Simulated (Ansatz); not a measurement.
Ansatz (a program for electronic structure) input (HF/3-21G): The .json file is the Basis Set Exchange's 3-21G.

Ansatz 0.2 input:
```yaml
crystal:
  periodic: [false, false, false]
  atoms:
    - {symbol: C, position_ang: [-0.78235064, 0.73602359, 0.69006155]}
    - {symbol: C, position_ang: [0.14773774, 0.34985955, -0.17002438]}
    - {symbol: O, position_ang: [0.52923137, -0.95570478, -0.42960832]}
    - {symbol: H, position_ang: [-1.16927071, 1.68373587, 0.98391864]}
    - {symbol: H, position_ang: [0.71224949, 1.03821231, -0.76701184]}
    - {symbol: H, position_ang: [0.03084765, -1.59160876, 0.09973671]}
basis:
  gaussian:
    orbitals: 3-21G.json
hamiltonian:
  xc: {name: HF}
magnetization: {spin_polarized: true, initial_magnetization: 1}
phonons: {temperatures: {t_min: 298.15, t_max: 298.15, t_step: 100}}
```

Output:

```
Functional definition: HF
integrals: 0.00 GiB planned
436 factors; integrals over basis functions are off by at most 6.3e-4 eV
mean field: 0.07 GiB planned
mean field evaluation 1: about -4117.6330 eV, gradient 1.7e1 eV
mean field evaluation 2: about -4117.7970 eV, gradient 1.7e1 eV
mean field evaluation 4: about -4119.4960 eV, gradient 2.5e0 eV
mean field evaluation 8: about -4119.6643 eV, gradient 7.2e-1 eV
mean field evaluation 16: about -4119.7416 eV, gradient 7.6e-5 eV
mean field -4119.74156195 eV, -151.3977099407 hartree, gradient 7.6e-5 eV, S^2 0.992287; 0 other end points of the search recorded, 0 dependent functions left out
the calculation of the forces begins
reference -4119.74156195 eV, -151.3977099407 hartree; 12, 11 occupied and 21, 22 virtual orbitals, 436 factors
these checks for a lower state are left out or cut short: stability, starts, cluster_reference, orbital_swaps, neighbouring_geometries, increment
integrals: 0.00 GiB planned
436 factors; integrals over basis functions are off by at most 6.3e-4 eV
mean field: 0.07 GiB planned
mean field -4119.74137824 eV, -151.3977031893 hartree, gradient 2.1e-6 eV, S^2 0.987904; 0 other end points of the search recorded, 0 dependent functions left out
the calculation of the forces begins
reference -4119.74137824 eV, -151.3977031893 hartree; 12, 11 occupied and 21, 22 virtual orbitals, 436 factors
these checks for a lower state are left out or cut short: stability, starts, cluster_reference, orbital_swaps, neighbouring_geometries, increment
integrals: 0.00 GiB planned
436 factors; integrals over basis functions are off by at most 6.3e-4 eV
mean field: 0.07 GiB planned
mean field evaluation 32: about -4119.7414 eV, gradient 1.2e-6 eV
mean field -4119.74137995 eV, -151.3977032523 hartree, gradient 1.4e-6 eV, S^2 0.996702; 0 other end points of the search recorded, 0 dependent functions left out
the calculation of the forces begins
reference -4119.74137995 eV, -151.3977032523 hartree; 12, 11 occupied and 21, 22 virtual orbitals, 436 factors
these checks for a lower state are left out or cut short: stability, starts, cluster_reference, orbital_swaps, neighbouring_geometries, increment
integrals: 0.00 GiB planned
436 factors; integrals over basis functions are off by at most 6.3e-4 eV
mean field: 0.07 GiB planned
mean field -4119.74148172 eV, -151.3977069921 hartree, gradient 1.4e-6 eV, S^2 0.991564; 0 other end points of the search recorded, 0 dependent functions left out
the calculation of the forces begins
reference -4119.74148172 eV, -151.3977069921 hartree; 12, 11 occupied and 21, 22 virtual orbitals, 436 factors
these checks for a lower state are left out or cut short: stability, starts, cluster_reference, orbital_swaps, neighbouring_geometries, increment
integrals: 0.00 GiB planned
436 factors; integrals over basis functions are off by at most 6.3e-4 eV
mean field: 0.07 GiB planned
mean field -4119.74148165 eV, -151.3977069896 hartree, gradient 1.4e-6 eV, S^2 0.993032; 0 other end points of the search recorded, 0 dependent functions left out
the calculation of the forces begins
reference -4119.74148165 eV, -151.3977069896 hartree; 12, 11 occupied and 21, 22 virtual orbitals, 436 factors
these checks for a lower state are left out or cut short: stability, starts, cluster_reference, orbital_swaps, neighbouring_geometries, increment
integrals: 0.00 GiB planned
436 factors; integrals over basis functions are off by at most 6.3e-4 eV
mean field: 0.07 GiB planned
mean field evaluation 64: about -4119.7413 eV, gradient 2.0e-3 eV
mean field -4119.74131306 eV, -151.3977007940 hartree, gradient 1.4e-6 eV, S^2 0.996642; 0 other end points of the search recorded, 0 dependent functions left out
the calculation of the forces begins
reference -4119.74131306 eV, -151.3977007940 hartree; 12, 11 occupied and 21, 22 virtual orbitals, 436 factors
these checks for a lower state are left out or cut short: stability, starts, cluster_reference, orbital_swaps, neighbouring_geometries, increment
integrals: 0.00 GiB planned
436 factors; integrals over basis functions are off by at most 6.3e-4 eV
mean field: 0.07 GiB planned
mean field -4119.74131116 eV, -151.3977007241 hartree, gradient 2.7e-6 eV, S^2 0.987970; 0 other end points of the search recorded, 0 dependent functions left out
the calculation of the forces begins
reference -4119.74131116 eV, -151.3977007241 hartree; 12, 11 occupied and 21, 22 virtual orbitals, 436 factors
these checks for a lower state are left out or cut short: stability, starts, cluster_reference, orbital_swaps, neighbouring_geometries, increment
integrals: 0.00 GiB planned
436 factors; integrals over basis functions are off by at most 6.3e-4 eV
mean field: 0.07 GiB planned
[...]
mean field -4119.74146523 eV, -151.3977063861 hartree, gradient 1.4e-6 eV, S^2 0.991908; 0 other end points of the search recorded, 0 dependent functions left out
the calculation of the forces begins
reference -4119.74146523 eV, -151.3977063861 hartree; 12, 11 occupied and 21, 22 virtual orbitals, 436 factors
these checks for a lower state are left out or cut short: stability, starts, cluster_reference, orbital_swaps, neighbouring_geometries, increment
integrals: 0.00 GiB planned
436 factors; integrals over basis functions are off by at most 6.3e-4 eV
mean field: 0.07 GiB planned
mean field evaluation 160: about -4119.7415 eV, gradient 1.4e-6 eV
mean field -4119.74152726 eV, -151.3977086658 hartree, gradient 1.4e-6 eV, S^2 0.992267; 0 other end points of the search recorded, 0 dependent functions left out
the calculation of the forces begins
reference -4119.74152726 eV, -151.3977086658 hartree; 12, 11 occupied and 21, 22 virtual orbitals, 436 factors
these checks for a lower state are left out or cut short: stability, starts, cluster_reference, orbital_swaps, neighbouring_geometries, increment
integrals: 0.00 GiB planned
436 factors; integrals over basis functions are off by at most 6.3e-4 eV
mean field: 0.07 GiB planned
mean field -4119.74152769 eV, -151.3977086814 hartree, gradient 1.4e-6 eV, S^2 0.992315; 0 other end points of the search recorded, 0 dependent functions left out
the calculation of the forces begins
reference -4119.74152769 eV, -151.3977086814 hartree; 12, 11 occupied and 21, 22 virtual orbitals, 436 factors
these checks for a lower state are left out or cut short: stability, starts, cluster_reference, orbital_swaps, neighbouring_geometries, increment
integrals: 0.00 GiB planned
436 factors; integrals over basis functions are off by at most 6.3e-4 eV
mean field: 0.07 GiB planned
mean field -4119.74150875 eV, -151.3977079854 hartree, gradient 1.4e-6 eV, S^2 0.992231; 0 other end points of the search recorded, 0 dependent functions left out
the calculation of the forces begins
reference -4119.74150875 eV, -151.3977079854 hartree; 12, 11 occupied and 21, 22 virtual orbitals, 436 factors
these checks for a lower state are left out or cut short: stability, starts, cluster_reference, orbital_swaps, neighbouring_geometries, increment
integrals: 0.00 GiB planned
436 factors; integrals over basis functions are off by at most 6.3e-4 eV
mean field: 0.07 GiB planned
mean field evaluation 192: about -4119.7415 eV, gradient 1.3e-6 eV
mean field -4119.74150933 eV, -151.3977080068 hartree, gradient 1.4e-6 eV, S^2 0.992352; 0 other end points of the search recorded, 0 dependent functions left out
the calculation of the forces begins
reference -4119.74150933 eV, -151.3977080068 hartree; 12, 11 occupied and 21, 22 virtual orbitals, 436 factors
these checks for a lower state are left out or cut short: stability, starts, cluster_reference, orbital_swaps, neighbouring_geometries, increment
integrals: 0.00 GiB planned
436 factors; integrals over basis functions are off by at most 6.3e-4 eV
mean field: 0.07 GiB planned
mean field -4119.74148090 eV, -151.3977069619 hartree, gradient 1.4e-6 eV, S^2 0.992384; 0 other end points of the search recorded, 0 dependent functions left out
the calculation of the forces begins
reference -4119.74148090 eV, -151.3977069619 hartree; 12, 11 occupied and 21, 22 virtual orbitals, 436 factors
these checks for a lower state are left out or cut short: stability, starts, cluster_reference, orbital_swaps, neighbouring_geometries, increment
integrals: 0.00 GiB planned
436 factors; integrals over basis functions are off by at most 6.3e-4 eV
mean field: 0.07 GiB planned
mean field -4119.74148199 eV, -151.3977070022 hartree, gradient 1.4e-6 eV, S^2 0.992198; 0 other end points of the search recorded, 0 dependent functions left out
the calculation of the forces begins
reference -4119.74148199 eV, -151.3977070022 hartree; 12, 11 occupied and 21, 22 virtual orbitals, 436 factors
these checks for a lower state are left out or cut short: stability, starts, cluster_reference, orbital_swaps, neighbouring_geometries, increment
integrals: 0.00 GiB planned
436 factors; integrals over basis functions are off by at most 6.3e-4 eV
mean field: 0.07 GiB planned
mean field evaluation 224: about -4119.7415 eV, gradient 1.2e-2 eV
mean field -4119.74152776 eV, -151.3977086841 hartree, gradient 1.4e-6 eV, S^2 0.992271; 0 other end points of the search recorded, 0 dependent functions left out
the calculation of the forces begins
reference -4119.74152776 eV, -151.3977086841 hartree; 12, 11 occupied and 21, 22 virtual orbitals, 436 factors
these checks for a lower state are left out or cut short: stability, starts, cluster_reference, orbital_swaps, neighbouring_geometries, increment
integrals: 0.00 GiB planned
436 factors; integrals over basis functions are off by at most 6.3e-4 eV
mean field: 0.07 GiB planned
mean field -4119.74152814 eV, -151.3977086981 hartree, gradient 1.4e-6 eV, S^2 0.992312; 0 other end points of the search recorded, 0 dependent functions left out
the calculation of the forces begins
reference -4119.74152814 eV, -151.3977086981 hartree; 12, 11 occupied and 21, 22 virtual orbitals, 436 factors
these checks for a lower state are left out or cut short: stability, starts, cluster_reference, orbital_swaps, neighbouring_geometries, increment
integrals: 0.00 GiB planned
436 factors; integrals over basis functions are off by at most 6.3e-4 eV
mean field: 0.07 GiB planned
mean field -4119.74146367 eV, -151.3977063290 hartree, gradient 1.4e-6 eV, S^2 0.992317; 0 other end points of the search recorded, 0 dependent functions left out
the calculation of the forces begins
reference -4119.74146367 eV, -151.3977063290 hartree; 12, 11 occupied and 21, 22 virtual orbitals, 436 factors
these checks for a lower state are left out or cut short: stability, starts, cluster_reference, orbital_swaps, neighbouring_geometries, increment
integrals: 0.00 GiB planned
436 factors; integrals over basis functions are off by at most 6.3e-4 eV
mean field: 0.07 GiB planned
mean field evaluation 256: about -4119.7391 eV, gradient 6.5e-1 eV
mean field -4119.74146565 eV, -151.3977064016 hartree, gradient 1.4e-6 eV, S^2 0.992264; 0 other end points of the search recorded, 0 dependent functions left out
the calculation of the forces begins
reference -4119.74146565 eV, -151.3977064016 hartree; 12, 11 occupied and 21, 22 virtual orbitals, 436 factors
these checks for a lower state are left out or cut short: stability, starts, cluster_reference, orbital_swaps, neighbouring_geometries, increment
integrals: 0.00 GiB planned
436 factors; integrals over basis functions are off by at most 6.3e-4 eV
mean field: 0.07 GiB planned
mean field -4119.74151746 eV, -151.3977083057 hartree, gradient 1.4e-6 eV, S^2 0.992311; 0 other end points of the search recorded, 0 dependent functions left out
the calculation of the forces begins
reference -4119.74151746 eV, -151.3977083057 hartree; 12, 11 occupied and 21, 22 virtual orbitals, 436 factors
these checks for a lower state are left out or cut short: stability, starts, cluster_reference, orbital_swaps, neighbouring_geometries, increment
integrals: 0.00 GiB planned
436 factors; integrals over basis functions are off by at most 6.3e-4 eV
mean field: 0.07 GiB planned
mean field -4119.74151786 eV, -151.3977083202 hartree, gradient 1.4e-6 eV, S^2 0.992271; 0 other end points of the search recorded, 0 dependent functions left out
the calculation of the forces begins
reference -4119.74151786 eV, -151.3977083202 hartree; 12, 11 occupied and 21, 22 virtual orbitals, 436 factors
Total energy: -4119.74156195 eV, -151.3977099407 hartree
Atom 0 at    -0.782351     0.736024     0.690062 Å, force     0.000007     0.000017    -0.000008 eV/Å
Atom 1 at     0.147738     0.349860    -0.170024 Å, force     0.000104     0.000237    -0.000119 eV/Å
Atom 2 at     0.529231    -0.955705    -0.429608 Å, force     0.000403    -0.000597    -0.000338 eV/Å
Atom 3 at    -1.169271     1.683736     0.983919 Å, force    -0.000073     0.000135     0.000059 eV/Å
Atom 4 at     0.712249     1.038212    -0.767012 Å, force    -0.000230     0.000117     0.000211 eV/Å
Atom 5 at     0.030848    -1.591609     0.099737 Å, force    -0.000211     0.000090     0.000195 eV/Å
Dipole moment:    -0.182509     0.112860     0.165760 e Å
Vibrations: 431.93 517.18 705.35 902.87 924.84 1115.16 1362.91 1450.91 1630.61 3346.59 3459.83 3889.76 cm⁻¹, zero-point energy 1.223595 eV
```

The blocks after the first are displaced geometries, from whose forces the wavenumbers follow.

The determinant is spin-contaminated: <S^2> is 0.99 against 0.75 for a pure state.
